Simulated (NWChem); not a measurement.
hexafluoroacetylacetone (C₅H₂F₆O₂); SMILES O=C(C=C(O)C(F)(F)F)C(F)(F)F

```xyz
15

O     -2.0195    -1.9740    -0.0102
C     -0.9020    -1.2624    -0.0059
C     -0.8705     0.0902    -0.0078
C      0.3238     0.9339    -0.0044
O      1.4739     0.5780    -0.0056
C     -0.0002     2.4472     0.0021
F     -0.7218     2.7585     1.0844
F     -0.7312     2.7663    -1.0716
F      1.0964     3.1743    -0.0001
C      0.3286    -2.1793     0.0012
F      1.0655    -1.9682     1.0819
F      1.0675    -1.9813    -1.0805
F     -0.0539    -3.4509     0.0087
H     -2.7867    -1.3861    -0.0159
H     -1.8347     0.6085    -0.0124
```
Atoms are numbered in this order, from 1.

Program: NWChem. Pople sets run with spherical d functions. The geometry was optimised at PBE0/def2-SVP. No frequency run checked for a minimum. Atomic charges in e: unrestrained fits to the electrostatic potential beside Mulliken populations; buried atoms are poorly determined by the fit.

**Question.** Estimate the computed values for Hartree-Fock/6-31G*. Quantities: ESP O1; Mulliken O1; ESP C2; Mulliken C2; ESP C3; Mulliken C3; ESP C4; Mulliken C4; ESP O5; Mulliken O5; relative RMS misfit of the potential (%).

**Answer.** 
```json
{
  "ESP O1": "-0.61",
  "Mulliken O1": "-0.73",
  "ESP C2": "0.38",
  "Mulliken C2": "0.34",
  "ESP C3": "-0.62",
  "Mulliken C3": "-0.43",
  "ESP C4": "0.51",
  "Mulliken C4": "0.41",
  "ESP O5": "-0.47",
  "Mulliken O5": "-0.52",
  "relative RMS misfit of the potential (%)": "15"
}
```
